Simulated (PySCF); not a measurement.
**How methods differ on the ionisation energy of Pr¹⁹⁺**

Pr¹⁹⁺ [Kr] 4d4 (5D) → Pr²⁰⁺ [Kr] 4d3 (4F), as a difference of total energies. Computed with PySCF 2.14 in an even-tempered Gaussian basis (20 s from 1.1 bohr⁻², ratio 2.5; 14 p from 1.4 bohr⁻², ratio 2.5; 9 d from 1.4 bohr⁻², ratio 2.5; 4 f from 6.3 bohr⁻², ratio 2.7; 4 g from 9.5 bohr⁻², ratio 2.7), with the spin-free X2C one-electron Hamiltonian (Gaussian nucleus). Correlated levels: outer shells: [Ar] 3d10 frozen; virtual orbitals above 40 to 60 times the deepest correlated orbital energy dropped. The calculations carry no spin-orbit coupling.

| method | ionisation energy (eV) |
| --- | --- |
| UHF | 553.93 |
| LDA | 555.18 |
| PBE | 554.99 |
| PBE0 | 555.17 |
| r2SCAN | 555.09 |
| MP2 (outer shells) | 554.68 |
| SCS-MP2 (outer shells) | 554.39 |

**Question.** How much does correlation contribute at MP2 (outer shells)?

**Answer.** 554.68 − (553.93) = 0.75 eV, measured against UHF.

A first-order spin-orbit estimate (lowest level to lowest level, LS coupling) adds -0.999 eV.

Breit and QED terms and the two-electron picture change are absent.

For comparison: 554 ± 4 eV (theoretical estimate listed by NIST; NIST Atomic Spectra Database, ionization energies).
